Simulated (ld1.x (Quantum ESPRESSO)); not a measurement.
## Mo: variants of one TM potential

Base potential:

ld1.x (Quantum ESPRESSO) 7.5 input, shortened:

```
&input
   title='Mo', zed=42., rel=1, dft='BLYP', iswitch=3,
   config='[Kr] 4d5 5s0.5 5p0'
 /
 &inputp
   pseudotype=2, tm=.true., lloc=-1, rcloc=1.65,
   nlcc=.true., new_core_ps=.true., rcore=1.25
 /
3
4S  1  0   2.00   0.00  1.75  1.75  0.0
4P  2  1   6.00   0.00  1.50  1.50  0.0
4D  3  2   5.00   0.00  1.95  1.95  0.0
 &test
   configts(1)='4s2 4p6 4d5 5s0.5 5p0'
 /
```

Occupied shells without a wave of their own: 5s. They enter only through the test configuration that unscreens the potential, and ld1.x also counts them in the model core charge.

Cutoffs, loose and tight: the cutoffs (Ry, on a coarse ladder) from which the occupation-weighted sum of valence levels, in a spherical-Bessel basis at the reference potential, stays within 10 and 1 mRy of its value at 400 Ry. They do not see the model core or the augmentation charge, which bear on the density cutoff. Test errors are all-electron minus pseudo excitation energies from the reference, over the configurations 4s2 4p6 4d5 5s1 5p0; 4s2 4p6 4d5 5s0 5p0; 4s2 4p6 4d4 5s0 5p0; 4s2 4p5 4d5 5s1 5p0; 4s2 4p6 4d6 5s0 5p0; 4s2 4p6 4d3 5s0 5p0; 4s2 4p6 4d2 5s0 5p0. A dash means not determined; rows that change the core or the reference have their own tests. The largest error is taken over the tests solved by every variant that gives reliable tests at all: 4s2 4p6 4d2 5s0 5p0; 4s2 4p6 4d3 5s0 5p0; 4s2 4p6 4d4 5s0 5p0; 4s2 4p6 4d5 5s0 5p0.

With those shells counted twice in exchange and correlation these files are broken, and their errors move erratically; no question is asked of them.

Cutoffs are not given where the Bessel-basis levels miss the radial ones by over 6 mRy, ghosts where they miss by over 20 mRy; a channel whose overlap is not positive is not tested.

```tsv
change	outcome	cutoff, loose	cutoff, tight	bound ghosts	largest test error (meV)
base	generated, misses its reference levels by 0.17 eV	55 Ry	90 Ry	none	-449
all radii but the core radius scaled by about 0.77 (s 1.34, p 1.16, d 1.50 bohr); local potential all-electron potential smoothed inside 1.26 bohr (lloc = -1)	generated, misses its reference levels by 0.47 eV	100 Ry	140 Ry	none	-1002
all radii but the core radius scaled by about 0.83 (s 1.44, p 1.24, d 1.62 bohr); local potential all-electron potential smoothed inside 1.36 bohr (lloc = -1)	generated, misses its reference levels by 0.35 eV	90 Ry	140 Ry	none	-755
all radii but the core radius scaled by about 0.88 (s 1.54, p 1.32, d 1.70 bohr); local potential all-electron potential smoothed inside 1.44 bohr (lloc = -1)	generated, misses its reference levels by 0.35 eV	80 Ry	120 Ry	none	-764
all radii but the core radius scaled by about 1.05 (s 1.84, p 1.58, d 2.06 bohr); local potential all-electron potential smoothed inside 1.74 bohr (lloc = -1)	generated	50 Ry	80 Ry	none	-323
all radii but the core radius scaled by about 1.09 (s 1.90, p 1.64, d 2.12 bohr); local potential all-electron potential smoothed inside 1.80 bohr (lloc = -1)	generated	–	–	none	-79
all radii but the core radius scaled by about 1.17 (s 2.06, p 1.76, d 2.28 bohr); local potential all-electron potential smoothed inside 1.94 bohr (lloc = -1)	generated, misses its reference levels by 0.49 eV	40 Ry	50 Ry	none	+644
all radii but the core radius scaled by about 1.23 (s 2.16, p 1.84, d 2.40 bohr); local potential all-electron potential smoothed inside 2.02 bohr (lloc = -1)	generated	–	–	not determined	+12651
all radii but the core radius scaled by about 1.29 (s 2.26, p 1.94, d 2.52 bohr); local potential all-electron potential smoothed inside 2.14 bohr (lloc = -1)	generated, misses its reference levels by 3.84 eV	–	–	not determined	-6198
all radii but the core radius scaled by about 1.40 (s 2.44, p 2.10, d 2.72 bohr); local potential all-electron potential smoothed inside 2.30 bohr (lloc = -1)	generated, misses its reference levels by 0.93 eV	30 Ry	45 Ry	none	-1334
```

Reading the sweep of the scale of all radii but the core radius (base = 1) (base included, trends over the rows without a ghost): The loose cutoff falls from 100 Ry at 0.77 to 30 Ry at 1.4. A larger radius leaves more room for a smooth pseudo-wave, so fewer plane waves are needed; a smaller one forces it to follow the all-electron wave where it bends sharply. The median size of the test errors (rows with all tests solved) is not monotonic: lowest 13.9 meV at 1.09, highest 568.3 meV at 1.4.
